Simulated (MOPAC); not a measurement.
MOPAC input (PM6):

```
PM6 FORCE THERMO(298,298) PRECISE LET GEO-OK AUX(PRECISION=9) THREADS=1
Cu2

Cu    0.00000000 1    0.00000000 1   -1.13217258 1
Cu    0.00000000 1   -0.00000000 1    1.13217258 1
```

Output:

```
 *******************************************************************************
 **                                                                           **
 **                              MOPAC v23.2.5                                **
 **                                                                           **
 *******************************************************************************
 ** MOPAC's Digital Object Identifier: https://doi.org/10.5281/zenodo.6511958 **
 **                                                                           **
 ** Please cite the open-source release paper for use of this MOPAC version:  **
 ** J. E. Moussa and J. J. P. Stewart (2026)                                  **
 ** MOPAC: An open-source semiempirical molecular orbital program             **
 ** J. Open Source Softw., 11(119), 8025, https://doi.org/10.21105/joss.08025 **
 *******************************************************************************

                              PM6 CALCULATION RESULTS

 *******************************************************************************
 *  PM6        - The PM6 Hamiltonian to be used
 *  GEO-OK     - OVERRIDE INTERATOMIC DISTANCE AND OTHER SAFETY CHECKS
 *  LET        - OVERRIDE SOME SAFETY CHECKS
 *  PRECISE    - TIGHTER CRITERIA TO BE USED
 *  FORCE      - FORCE CALCULATION SPECIFIED
 *  AUX        - OUTPUT AUXILIARY INFORMATION
 *  THERMO     - THERMODYNAMIC QUANTITIES TO BE CALCULATED
 *******************************************************************************
PM6 FORCE THERMO(298,298) PRECISE LET GEO-OK AUX(PRECISION=9) THREADS=1
 Cu2

   ATOM   CHEMICAL          X               Y               Z
  NUMBER   SYMBOL      (ANGSTROMS)     (ANGSTROMS)     (ANGSTROMS)

     1      Cu          0.00000000  *   0.00000000  *  -1.13217258  *
     2      Cu          0.00000000  *  -0.00000000  *   1.13217258  *

          CARTESIAN COORDINATES

    NO.       ATOM           X           Y           Z

     1        Cu          0.0000      0.0000     -1.1322
     2        Cu          0.0000     -0.0000      1.1322

 General Reference for PM6:
 "Optimization of Parameters for Semiempirical Methods V: Modification of NDDO Approximations
 and Application to 70 Elements", J. J. P. Stewart, J. Mol. Mod., 13, 1173-1213 (2007)
 URL: https://link.springer.com/article/10.1007/s00894-007-0233-4

           Empirical Formula: Cu2  =     2 atoms

      MOLECULAR POINT GROUP   :   D*h

      RHF CALCULATION, NO. OF DOUBLY OCCUPIED LEVELS = 11

          HEAT OF FORMATION =      77.058852 KCALS/MOLE

          CARTESIAN COORDINATE DERIVATIVES

   NUMBER  ATOM         X            Y            Z

     1      Cu      0.018218     0.000000     0.000000
     2      Cu     -0.018218     0.000000     0.000000

 DIPOLE           X         Y         Z       TOTAL
 POINT-CHG.     0.000     0.000    -0.000     0.000
 HYBRID        -0.000     0.000     0.000     0.000
 SUM            0.000     0.000     0.000     0.000

          GRADIENT NORM =   0.02576

          MOLECULAR WEIGHT =  127.09

          ROTATIONAL CONSTANTS IN CM(-1)

          A =    0.00000000   B =    0.10347919   C =    0.10347919

           PRINCIPAL MOMENTS OF INERTIA IN UNITS OF 10**(-40)*GRAM-CM**2

          A =        0.0000   B =      270.5158   C =      270.5158

          ORIENTATION OF MOLECULE IN FORCE CALCULATION

    NO.       ATOM         X         Y         Z

     1         Cu      -1.1322    0.0000    0.0000
     2         Cu       1.1322    0.0000   -0.0000

    FIRST DERIVATIVES WILL BE USED IN THE CALCULATION OF SECOND DERIVATIVES

    FOR POINT-GROUP D*h  THERE ARE 120 UNIQUE SYMMETRY FUNCTIONS.


(To convert to Hartree/Bohr^2, multiply by (10^(-21) x N x a0^2)/(4.184 x 627.51) =  0.0642)

           FORCE MATRIX IN MILLIDYNES/ANGSTROM

                 Cu  1      Cu  2
 ------------------------------
    Cu    1   4.400460
    Cu    2   4.400460   4.400460

          HEAT OF FORMATION =      77.058852 KCALS/MOLE

          ZERO POINT ENERGY       0.693 KCAL/MOL

           NORMAL COORDINATE ANALYSIS (Total motion = 1 Angstrom)

   Root No.       1

                 1 Sig

                 484.8

           1    0.5000
           2    0.0000
           3   -0.0000
           4   -0.5000
           5    0.0000
           6    0.0000

           MASS-WEIGHTED COORDINATE ANALYSIS (NORMAL COORDINATES)

   Root No.       1

                 1 Sig

                 484.8

           1    0.7071
           2    0.0000
           3   -0.0000
           4   -0.7071
           5    0.0000
           6    0.0000

          DESCRIPTION OF VIBRATIONS

 VIBRATION          1    1Sig        ATOM PAIR     ENERGY CONTRIBUTION    RADIAL
 FREQUENCY           484.84         Cu1 -- Cu2        +100.0% (100.0%)    100.0%
 TRANSITION DIPOLE   0.0000
 TRAVEL (Ang.)       0.0662
 REDUCED MASS       31.7730
 EFFECTIVE MASS     63.5460
 FORCE CONSTANT      4.4005

      SYMMETRY NUMBER FOR POINT-GROUP D*h =  2

          SYSTEM IS A GROUND STATE

 Cu2

          MOLECULE IS LINEAR

          THERE ARE  1 GENUINE VIBRATIONS IN THIS SYSTEM
          THIS THERMODYNAMICS CALCULATION IS LIMITED TO
          MOLECULES WHICH HAVE NO INTERNAL ROTATIONS

                    CALCULATED THERMODYNAMIC PROPERTIES
                                          *
   TEMP. (K)   PARTITION FUNCTION   H.O.F.    ENTHALPY  HEAT CAPACITY ENTROPY
                                   KCAL/MOL   CAL/MOLE    CAL/K/MOL  CAL/K/MOL

 298.00  VIB.     0.1106D+01                   147.6272     1.2831     0.6965
         ROT.     0.1001D+04                   592.1869     1.9872    15.7159
         INT.     0.1107D+04                   739.8140     3.2703    16.4124
         TRA.     0.1385D+28                  1480.4672     4.9680    40.4304
         TOT.                       77.059    2220.2812     8.2383    56.8428

   *: NOTE: HEATS OF FORMATION ARE RELATIVE TO THE
            ELEMENTS IN THEIR STANDARD STATE AT 298K
              (=  Standard Enthalpy of Formation).

            Hvib:  Zero-point energy is not included.
                   frequencies of less than zero cm-1 are not included.
            Hrot = (3/2)RT
            Htra = (3/2)RT + pV = (5/2)RT

            Heat capacity is Cp, not Cv

          For more information, see: HTTP://OpenMOPAC.net/Manual/thermochemistry.html

           FORCE CONSTANT IN CARTESIAN COORDINATES (Millidynes/A)

    ATOM   CHEMICAL       X               Y               Z
   NUMBER   SYMBOL  FORCE CONSTANT  FORCE CONSTANT  FORCE CONSTANT

      1      Cu        4.400460        0.000234        0.000234
      2      Cu        4.400460        0.000234        0.000234

 **********************
 *                    *
 * JOB ENDED NORMALLY *
 *                    *
 **********************

 == MOPAC DONE ==
```
